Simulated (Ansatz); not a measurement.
The cluster TlF2. Total charge 0; doublet. Geometry PBE0-D4/def2-TZVPD, that of the charge -1 singlet; atoms count from 1.

```tsv
atom	x (Å)	y (Å)	z (Å)
Tl1	0.205	-0.411	-0.834
F2	-0.653	-1.273	1.010
F3	0.448	1.684	-0.176
```

In the def2 sets Tl takes a core potential; there is no spin–orbit coupling. The structure comes from a short search, and lower isomers may exist.

(1) Estimate the Mulliken populations from the PBE0/def2-TZVPD orbitals of Ansatz.

(2) Where does the spin sit?

(3) And the Mayer bond orders between bonded heavy atoms (over 0.3)?

Results:

(1) 
| atom | charge (e) | spin (α − β) |
| --- | --- | --- |
| Tl1 | 1.03 | 0.44 |
| F2 | -0.51 | 0.28 |
| F3 | -0.51 | 0.28 |
Mulliken values and Mayer orders depend strongly on the basis. With diffuse functions, as here, like atoms can get unlike values, and bond orders can come out too low or too high.

(2) Summed by element: Tl 0.44, F 0.56, of 1 unpaired in all. Largest on single atoms: Tl1 0.44, F3 0.28, F2 0.28.

(3) Tl1–F2 0.52 (2.21 Å); Tl1–F3 0.52 (2.21 Å).
